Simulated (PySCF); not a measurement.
Isomers of C4H11GeN. Computed, not measured: PySCF, TDDFT CAM-B3LYP/def2-SVPD, vertical, gas phase, core orbitals frozen in the response. Geometries: PBE0-D3(BJ)/def2-SVP; one conformer of each isolated species. Triplets are in the Tamm–Dancoff approximation. Relativistic effects are left out although some hold elements past zinc.

A. `C1CCC[N]1[GeH3]`
B. `[GeH3][NH]C1CCC1`
C. `C([NH][GeH2][CH3])C=C`

Lowest singlet levels (six at most, fewer where fewer were computed) with oscillator strengths:

1. 210 nm (f 0.022); 196 nm (f 0.019); 186 nm (f 0.024); 180 nm (f 0.013); 175 nm (f 0.011); 170 nm (f 0.088); T1 4.39 eV
2. 212 nm (f 0.010); 190 nm (f 0.034); 177 nm (f 0.003); 173 nm (f 0.022); 172 nm (f 0.005); 167 nm (f 0.045); T1 5.54 eV
3. 223 nm (f 0.018); 201 nm (f 0.040); 187 nm (f 0.008); 183 nm (f 0.008); 180 nm (f 0.078); 176 nm (f 0.003); T1 5.36 eV

**Question.** Which spectrum belongs to which structure?

**Answer.** 1 = C, 2 = B, 3 = A.
- A: S1 at 5.56 eV, HOMO→LUMO (68%), HOMO→LUMO+1 (26%); Löwdin shares by element: HOMO nitrogen 55%, carbon 17% or more, germanium 7% (atoms not listed hold the other 21%); LUMO germanium 45%, hydrogen 22% or more (atoms not listed hold the other 33%); HOMO -7.52 and LUMO 1.04 eV.
- B: S1 at 5.85 eV, HOMO→LUMO (53%), HOMO→LUMO+1 (42%); Löwdin shares by element: HOMO nitrogen 54%, carbon 11% or more, germanium 8%, hydrogen 6% or more (atoms not listed hold the other 20%); LUMO germanium 50%, hydrogen 22% or more (atoms not listed hold the other 28%); HOMO -7.97 and LUMO 1.05 eV.
- C: S1 at 5.90 eV, HOMO→LUMO (68%), HOMO→LUMO+1 (15%); Löwdin shares by element: HOMO nitrogen 53%, carbon 17% or more, germanium 6% (atoms not listed hold the other 24%); LUMO germanium 34%, carbon 19% or more, hydrogen 5% or more (atoms not listed hold the other 42%); HOMO -7.90 and LUMO 1.10 eV.
B and C have S1 within 0.05 eV of each other; their strongest listed levels stand at 7.44 eV (f 0.045) and 7.29 eV (f 0.088).

Without π bonds the low states are Rydberg-like; a valence basis with one diffuse set may place them up to an eV too high.
